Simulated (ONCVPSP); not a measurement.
## What one change does to a pseudopotential (chromium (Cr), ONCV)

ONCVPSP 4.0.1 input, shortened (lines: element, Z, core and valence counts, functional; n l f; lmax; l rc ep ncon nbas qcut; lloc lpopt rc5 dvloc0; l nproj debl; icmod fcfact rcfact), PBE, scalar-relativistic:

```
  Cr 24.00    3    4        4      upf
    1    0    2.00
    2    0    2.00
    2    1    6.00
    3    0    2.00
    3    1    6.00
    3    2    5.00
    4    0    1.00
    2
    0    1.80    0.00    4    9    7.40
    1    0.95    0.00    4    8    8.50
    2    2.05    0.00    4    8    6.60
    4    3    0.75    3.00
    0    3    1.30
    1    2    4.00
    2    2    3.00
    3    5.00    1.45
```

Change: s: qcut 10.5.

Cutoffs: the cutoffs (Ha) at which the residual kinetic energy of the hardest occupied pseudo-wave falls to 1 and 0.1 mHa per electron; they do not see the model core or the augmentation charge, which bear on the density cutoff. Errors are all-electron minus pseudo energies relative to the spin-unpolarised reference configuration.

Q: What does the change do?

A: The potential gets neither clearly harder nor softer (27 Ha and 189 Ha → 27 Ha and 189 Ha); the p channel sets the loose cutoff, while the largest relative change is in s, which becomes harder; the errors of the 3 common tests hardly move; neither file shows a bound ghost.

```tsv
quantity	base	changed
cutoff, loose	27 Ha	27 Ha
cutoff, tight	189 Ha	189 Ha
loose cutoff by channel	s 9.8 Ha, p 27 Ha, d 19 Ha	s 26 Ha, p 27 Ha, d 19 Ha
bound ghosts	none	none
GHOST(+) flags under 300 eV	none	none
tests with a reliable result	3 of 4	3 of 4
error for 3s2 3p6 3d5 4s0, meV [ΔE 6.90 eV]	+9.1	+9.6
error for 3s2 3p6 3d4 4s0, meV [ΔE 22.95 eV]	+20	+20
error for 3s2 3p6 3d4 4s1, meV [ΔE 7.99 eV]	+50	+51
s: phases at 1.83 bohr within 0.05 rad from the reference energy up to (Ha; the scan ends near 5)	to the end of the scan	to the end of the scan
p: phases at 0.97 bohr within 0.05 rad from the reference energy up to (Ha; the scan ends near 5)	to the end of the scan	to the end of the scan
d: phases at 2.08 bohr within 0.05 rad from the reference energy up to (Ha; the scan ends near 5)	to the end of the scan	to the end of the scan
rms error of d²Exc/dni dnj with the model core, mHa	2.24	1.91
```
